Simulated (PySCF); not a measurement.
## ECD: `C[C@H]1C[C@@H](F)C[C@@H]1S`, C6H11FS

Geometry:
```csv
atom,x (Å),y (Å),z (Å)
C1,2.146,0.068,-0.111
C2,0.659,0.287,-0.342
C3,-0.033,-0.877,-1.069
C4,-1.458,-0.968,-0.498
F5,-1.626,-2.187,0.135
C6,-1.583,0.160,0.527
C7,-0.142,0.413,0.957
S8,0.105,1.990,1.828
H9,2.313,-0.850,0.448
H10,2.560,0.897,0.459
H11,2.674,0.000,-1.059
H12,0.521,1.207,-0.923
H13,-0.040,-0.735,-2.148
H14,0.480,-1.815,-0.853
H15,-2.239,-0.933,-1.264
H16,-1.995,1.050,0.048
H17,-2.230,-0.124,1.355
H18,0.180,-0.345,1.675
H19,-0.302,2.770,0.826
```

Method: PySCF, TDDFT CAM-B3LYP/def2-SVPD circular dichroism and optical rotation, one conformer, gas phase. Geometry: GFN2-xTB.

The molecule is flexible and this is one conformer; a measurement averages over conformers. States above about 8.2 eV (minus the energy of the highest occupied orbital) lie near or above the ionisation threshold and depend on the basis.

(1) What are the CIP labels of the stereocentres?

(2) Which excitations and rotatory strengths does the calculation give?

Results:

(1) C2 S, C4 R, C7 S.

(2) Rotatory strengths R in 10⁻⁴⁰ esu² cm², velocity form and length form (origin at the centre of mass); f in length form.
| state | E (eV) | λ (nm) | f | R (velocity) | R (length) | main |
| --- | --- | --- | --- | --- | --- | --- |
| 1 | 5.55 | 223 | 0.004 | +2.0 | +2.0 | HOMO→LUMO 0.63, HOMO→LUMO+3 0.12 |
| 2 | 6.26 | 198 | 0.033 | +1.8 | +1.8 | HOMO→LUMO+1 0.86 |
| 3 | 6.98 | 178 | 0.008 | +1.2 | +1.6 | HOMO→LUMO+2 0.77, HOMO→LUMO+3 0.10 |
| 4 | 7.46 | 166 | 0.021 | -7.4 | -7.4 | HOMO→LUMO+3 0.30, HOMO→LUMO 0.21 |
| 5 | 7.61 | 163 | 0.030 | -0.4 | -0.4 | HOMO→LUMO+4 0.36, HOMO→LUMO+3 0.31 |
| 6 | 8.10 | 153 | 0.003 | -11.5 | -13.1 | HOMO−1→LUMO 0.61 |
| 7 | 8.18 | 152 | 0.022 | +1.7 | +3.2 | HOMO→LUMO+5 0.59, HOMO→LUMO+4 0.12 |
| 8 | 8.26 | 150 | 0.044 | +14.0 | +17.0 | HOMO→LUMO+8 0.41, HOMO→LUMO+11 0.21 |
| 9 | 8.41 | 147 | 0.025 | -22.7 | -22.5 | HOMO→LUMO+7 0.57 |
| 10 | 8.50 | 146 | 0.039 | -13.7 | -15.5 | HOMO→LUMO+6 0.50, HOMO→LUMO+8 0.12 |
| 11 | 8.65 | 143 | 0.197 | +23.2 | +22.8 | HOMO−1→LUMO+1 0.75 |
| 12 | 8.70 | 143 | 0.009 | -12.2 | -12.4 | HOMO−2→LUMO 0.65 |
| 13 | 8.78 | 141 | 0.008 | -16.5 | -17.7 | HOMO→LUMO+9 0.32, HOMO→LUMO+11 0.12 |
| 14 | 8.91 | 139 | 0.054 | +2.8 | +2.4 | HOMO→LUMO+9 0.22, HOMO→LUMO+10 0.18 |
| 15 | 9.00 | 138 | 0.029 | -15.3 | -15.8 | HOMO−3→LUMO 0.62, HOMO−4→LUMO 0.13 |
| 16 | 9.04 | 137 | 0.014 | +32.1 | +32.6 | HOMO−4→LUMO 0.23, HOMO→LUMO+9 0.12 |

Among the states computed, the strongest CD band (largest |R|) is state 16. The largest dissymmetry factor in size, g = 4R/(D+G), with D and G the electric and magnetic dipole strengths, is -0.051 for state 6 (velocity form, f = 0.003), among bands with |R| over 0.5. The mirror image has the same energies and oscillator strengths and all R with the opposite sign.
